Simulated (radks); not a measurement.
Problem. The scandium ion Sc10+ is in [Ne] 3s1. All-electron calculation, scalar-relativistic Kohn-Sham, r2SCAN, spin-polarised, spherical densities, finite nucleus; meta-GGA in the generalised Kohn-Sham scheme; Fermi nuclear charge, rms radius of each element as measured or else 0.836 A^(1/3) + 0.57 fm. Program: a radial shooting solver on a logarithmic mesh with Libxc functionals. Open shells are filled with parallel spins first. One electron is removed from 1s, 2p, 2s, 3s in turn, with full relaxation. Which removal costs least, and what does each cost?

Solution. 3s 249.64 eV; 2p 655.93 eV; 2s 739.16 eV; 1s 4760.8 eV. The 3s electron leaves first.
